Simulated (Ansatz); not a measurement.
```yaml
crystal:
  periodic: [false, false, false]
  atoms:
    - {symbol: Cr, position_ang: [0.057896, 0.127155, 0.080788]}
    - {symbol: O, position_ang: [0.047421, 0.074382, 1.645042]}
    - {symbol: O, position_ang: [1.562886, 0.127491, -0.487480]}
    - {symbol: O, position_ang: [-0.694239, 1.405336, -0.473217]}
    - {symbol: Br, position_ang: [-1.037483, -1.757276, -0.764512]}
basis:
  gaussian: {orbitals: cc-pVDZ}
total_charge: -1
hamiltonian: {xc: {name: wPBEh}}
```

```sh
$ ansatz run in.yaml --threads 4 --pin off --events-out ev --progress --plain --max-ram 3916MiB
```

Shortened log:

```
Functional definition: wPBEh
1172 factors; integrals over basis functions are off by at most 9.1e-4 eV
79 factors; integrals over basis functions are off by at most 1.9e-6 eV
mean field evaluation 1: about -104574.5011 eV, gradient 1.1e2 eV
mean field evaluation 2: about -104096.4635 eV, gradient 5.1e2 eV
mean field evaluation 4: about -104547.7793 eV, gradient 1.8e2 eV
mean field evaluation 8: about -104594.0138 eV, gradient 6.2e-1 eV
mean field -104594.01498740 eV, -3843.7591544171 hartree, gradient 1.5e-5 eV, S^2 0.000000; 0 other end points of the search recorded, 0 dependent functions left out
reference -104594.01505024 eV, -3843.7591567265 hartree; 42, 42 occupied and 70, 70 virtual orbitals, 1172 factors
Total energy: -104594.01505024 eV, -3843.7591567265 hartree
```

It took 2.7 s on 4 threads of AMD EPYC 7B13 on a shared host.

The highest occupied level of an anion often lies above zero with these methods, and sets without diffuse functions describe the outer electron poorly. The restricted singlet is unstable towards broken spin symmetry at other levels; at RKS ωPBEh/cc-pVDZ this wasn't settled.
